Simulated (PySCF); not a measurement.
# SMILES CN[C@H]1CCCC12CCC2, C9H17N

Molfile (atoms numbered from 1):
```
C9H17N
     RDKit          3D

 27 28  0  0  0  0  0  0  0  0999 V2000
    2.6360   -1.4378    0.3659 C   0  0  0  0  0  0  0  0  0  0  0  0
    1.2671   -1.2125   -0.0472 N   0  0  0  0  0  0  0  0  0  0  0  0
    0.7433    0.0717    0.3761 C   0  0  1  0  0  0  0  0  0  0  0  0
    1.3414    1.2284   -0.4468 C   0  0  0  0  0  0  0  0  0  0  0  0
    0.1955    2.2286   -0.6771 C   0  0  0  0  0  0  0  0  0  0  0  0
   -0.9692    1.7087    0.1679 C   0  0  0  0  0  0  0  0  0  0  0  0
   -0.7709    0.1976    0.1618 C   0  0  0  0  0  0  0  0  0  0  0  0
   -1.3342   -0.5426   -1.0680 C   0  0  0  0  0  0  0  0  0  0  0  0
   -2.2135   -1.4027   -0.1473 C   0  0  0  0  0  0  0  0  0  0  0  0
   -1.6798   -0.6424    1.0766 C   0  0  0  0  0  0  0  0  0  0  0  0
    2.7868   -1.3381    1.4532 H   0  0  0  0  0  0  0  0  0  0  0  0
    2.9370   -2.4393    0.0626 H   0  0  0  0  0  0  0  0  0  0  0  0
    3.2815   -0.7160   -0.1333 H   0  0  0  0  0  0  0  0  0  0  0  0
    0.6785   -1.9472    0.3350 H   0  0  0  0  0  0  0  0  0  0  0  0
    0.9453    0.2498    1.4522 H   0  0  0  0  0  0  0  0  0  0  0  0
    1.7069    0.8318   -1.3930 H   0  0  0  0  0  0  0  0  0  0  0  0
    2.1782    1.6906    0.0752 H   0  0  0  0  0  0  0  0  0  0  0  0
   -0.0899    2.2371   -1.7291 H   0  0  0  0  0  0  0  0  0  0  0  0
    0.4767    3.2434   -0.3977 H   0  0  0  0  0  0  0  0  0  0  0  0
   -0.8917    2.0791    1.1929 H   0  0  0  0  0  0  0  0  0  0  0  0
   -1.9393    2.0035   -0.2304 H   0  0  0  0  0  0  0  0  0  0  0  0
   -1.8922    0.0967   -1.7489 H   0  0  0  0  0  0  0  0  0  0  0  0
   -0.5829   -1.0930   -1.6275 H   0  0  0  0  0  0  0  0  0  0  0  0
   -1.9666   -2.4628   -0.1570 H   0  0  0  0  0  0  0  0  0  0  0  0
   -3.2838   -1.2944   -0.3118 H   0  0  0  0  0  0  0  0  0  0  0  0
   -1.1495   -1.2561    1.8045 H   0  0  0  0  0  0  0  0  0  0  0  0
   -2.4305   -0.0556    1.6035 H   0  0  0  0  0  0  0  0  0  0  0  0
  1  2  1  0
  2  3  1  0
  3  4  1  0
  4  5  1  0
  5  6  1  0
  6  7  1  0
  7  8  1  0
  8  9  1  0
  9 10  1  0
  7  3  1  0
 10  7  1  0
  1 11  1  0
  1 12  1  0
  1 13  1  0
  2 14  1  0
  3 15  1  1
  4 16  1  0
  4 17  1  0
  5 18  1  0
  5 19  1  0
  6 20  1  0
  6 21  1  0
  8 22  1  0
  8 23  1  0
  9 24  1  0
  9 25  1  0
 10 26  1  0
 10 27  1  0
M  END
```

The calculation used GIAO B3LYP/pcSseg-1 magnetisability, rotational g tensor and spin-rotation constants, non-relativistic, gas phase in PySCF. Geometry: GFN2-xTB.

Problem. What are the magnetisability and the molar susceptibility?

Solution. Isotropic -1756 × 10⁻³⁰ J/T², or -105.7 × 10⁻⁶ cm³/mol; principal values -1835, -1793, -1640 × 10⁻³⁰ J/T², anisotropy 178 × 10⁻³⁰ J/T² (root of half the summed squared differences of the principal values). The susceptibility is in cgs units.

Problem. Split it along the inertial axes a, b, c into diamagnetic and paramagnetic parts about the centre of mass, with the quadrupole moment.

Solution. 
```tsv
axis	χ (10⁻⁶ cm³/mol)	diamagnetic (10⁻⁶ cm³/mol)	paramagnetic (10⁻⁶ cm³/mol)	summed x² of all electrons (Å²)	quadrupole Θ (D Å)
a	-104.6	-910.3	805.7	214.0	+1.28
b	-104.9	-1132.6	1027.8	161.6	+1.82
c	-107.8	-1593.2	1485.4	53.0	-3.10
```
Anisotropies 2χaa − χbb − χcc = +3.4 and 2χbb − χaa − χcc = +2.7 × 10⁻⁶ cm³/mol. Θ is traceless in Buckingham's convention.

Problem. And the rotational g tensor?

Solution. 
| axis | rotational constant (GHz) | g | nuclear part | electronic part |
| --- | --- | --- | --- | --- |
| a | 1.6676 | -0.0084 | 0.6228 | -0.6312 |
| b | 1.2904 | -0.0065 | 0.6165 | -0.6230 |
| c | 0.8705 | -0.0020 | 0.6054 | -0.6075 |

Asymmetric top; isotopes 12C, 1H, 14N; no vibrational averaging.
